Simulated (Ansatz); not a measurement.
Reaction (ligand exchange at the Si–C bond): `C#C[SiH2]CN` + H–F → `NC[SiH2]F` + acetylene

Calculated with Ansatz (gas phase, PBE0-D4/def2-TZVP geometries, no zero-point term in ΔE). CBS: MP2 limit from def2 TZ/QZ plus the TZ coupled-cluster correction, frozen cores. This one scheme is used for every species. Functionals use def2-TZVPP. B3LYP here is the variant with VWN-RPA as its local correlation; programs differ in this. One conformer a species, not always the lowest.

`C#C[SiH2]CN`:

Cartesian coordinates in Å:
```
C 1.750 -0.534 -2.036
C 1.139 0.173 -1.273
Si 0.182 1.191 -0.090
C -1.091 0.084 0.737
N -0.431 -1.059 1.351
H 2.295 -1.150 -2.714
H 1.124 1.771 0.899
H -0.490 2.283 -0.842
H -1.573 0.683 1.518
H -1.876 -0.165 0.005
H 0.070 -1.599 0.656
H -1.100 -1.679 1.789
```

H–F:

```xyz
2

F     0.285    0.295   -0.208
H    -0.285   -0.295    0.208
```

`NC[SiH2]F`:

Z-matrix (Å, degrees):
```
C
Si 1 1.870
N 1 1.462 2 105.0
H 1 1.099 2 112.8 3 126.6
H 1 1.094 2 107.8 3 -115.9
F 2 1.606 1 110.6 3 -170.3
H 2 1.482 1 110.9 3 70.1
H 2 1.487 1 109.6 3 -51.9
H 3 1.011 1 111.1 2 73.7
H 3 1.011 1 111.9 2 -166.2
```

`C#C`:

Cartesian coordinates in Å:
```
C 0.183 -0.348 0.451
C -0.183 0.348 -0.451
H 0.510 -0.967 1.254
H -0.510 0.967 -1.254
```

CCSD(T)/CBS gives -91.8 kJ/mol.

Q: Another level gave -98.0 kJ/mol. Which?
A. PBE-D4/def2-TZVPP
B. B3LYP/def2-TZVPP
C. PBE/def2-TZVPP
D. ωB97X-V/def2-TZVPP

A: D. ωB97X-V -98.0, PBE -88.0, B3LYP -103.5, PBE-D4 -82.8 kJ/mol.

Largest T1 diagnostic among the species: 0.013.

The D4 term adds +8.1 kJ/mol with B3LYP and +4.7 kJ/mol with PBE0; it sums over pairs of atoms, weighted by their polarisabilities, and B3LYP, whose exchange is more repulsive, gets the larger term. In def2-TZVPP, CCSD(T) changes the Hartree–Fock value by +23.4 kJ/mol (the triples alone add +4.2 kJ/mol) and MP2 by +26.9 kJ/mol.
